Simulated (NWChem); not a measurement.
Molecule: CH2NO, doublet; SMILES C([NH])=O

```xyz
5

N      0.1862    -1.1364    -0.0264
C     -0.4472     0.0356     0.0288
O      0.2369     1.0876    -0.0144
H      1.1755    -1.0713     0.2778
H     -1.5611     0.0510    -0.0381
```
Atoms are numbered in this order, from 1.

Computed with NWChem. Spin-unrestricted. Geometry: optimised at PBE-D3(BJ)/def2-SVP, spin-unrestricted. No stability test was run on the SCF state. Level: PBE0/def2-SVP with COSMO at NWChem's default radii, gas-phase geometry; the question gives the dielectric constant. Reactions with the solvent are ignored.

**Question.** Estimate the computed values for dielectric constant 2.4. Quantities: electrostatic solvation energy (kcal/mol); dipole in solution (D).

**Answer.** 
- electrostatic solvation energy (kcal/mol) = -3.0
- dipole in solution (D) = 1.43
